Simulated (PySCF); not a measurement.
C₃H₄BrF. Atoms are numbered in the order given.

```xyz
9

C     -1.6725     0.9225     0.0000
C     -0.2350     0.5421     0.0000
Br     0.1605    -1.3054     0.0000
C      0.7926     1.3926     0.0000
F      0.5959     2.7093     0.0000
H     -2.1847     0.5204     0.8879
H     -1.7679     2.0169     0.0000
H     -2.1847     0.5204    -0.8879
H      1.8461     1.1043     0.0000
```

Geometry optimised at PBE0-D3(BJ)/def2-SVP.

Computed with PySCF with r2SCAN/def2-TZVP.

Gas-phase values at a fixed geometry.

Computed frontier levels, gap, dipole moment and polarisability:
The highest occupied level is -6.08 eV and the lowest empty level is -0.78 eV. The orbital gap is 5.31 eV. The dipole moment is 0.58 D and the quadrupole, principal values (traceless, Buckingham form, about the centre of nuclear charge) is -4.37, -1.30, 5.66 D·Å. The mean static polarisability is 56.7 bohr³ (8.41 Å³) and the polarisability, principal values is 39.6, 58.6, 72.1 bohr³.
